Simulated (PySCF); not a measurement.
# Identify the compound

The spectra below were simulated for a compound C8H16.

$^{1}$H NMR (600 MHz, computed): δ 5.13 (br s, 1H), 4.96 (br s, 1H), 1.79 (s, 3H), 1.33 (q, 2H), 1.06 (s, 6H), 0.76 (t, 3H).

$^{13}$C{$^{1}$H} NMR (computed): δ 160.0, 117.0, 42.5, 38.1, 29.8, 22.1, 10.8.

- coordinates at the PBE0-D3(BJ)/def2-SVP level
- shielding tensors at PBE/pcSseg-1 (GIAO)
- program: PySCF 2.14
- equivalent nuclei averaged, no relativistic terms, single conformer, no solvent model

Referencing at the same level of theory: $^{1}$H (σref 31.20) and $^{13}$C (σref 180.03) vs TMS.

**Question.** Deduce the structure.

**Answer.** 
1. The formula gives 1 degree of unsaturation (no ring in the answer).
2. 7 carbon signals for 8 carbons: some carbons are equivalent by symmetry or fast rotation.
3. Carbon types of the structure: 2 × C, 2 × CH2, 4 × CH3, which accounts for all hydrogens.
4. δC 160.0: fully substituted alkene carbon; an sp2 carbon of a C=C bond.
5. δC 117.0: terminal =CH2 carbon; an sp2 carbon of a C=C bond.
6. δC 42.5: allylic quaternary sp3 carbon; saturated and bonded to C and H only.
7. δC 38.1: sp3 CH2; a saturated carbon with 2 carbon neighbours and no heteroatom attached.
8. δC 29.8, 10.8: methyl carbon; aliphatic region, no heteroatom directly attached.
9. δC 22.1: allylic methyl carbon; a saturated carbon with 1 carbon neighbour and no heteroatom attached.
10. δH 1.79: hydrogen on an allylic methyl carbon; allylic position.

Structure: 2,3,3-trimethyl-1-pentene.

This is the structure that produced the data.

Shifts are as computed. Against solution values, carbons near 30 ppm lie about +2 ppm off and those near 130 ppm about +2 ppm. Of 1211 compounds with measured shifts, 218 miss one by over three times the rms of a fit or turn the order of signals round; such compounds aren't used in these exercises. No couplings were computed; multiplicities are counted from neighbouring protons, with m where these are inequivalent, close in shift, in a saturated or five-membered ring or joined by F or P, and br s for small geminal =CH2 splittings.
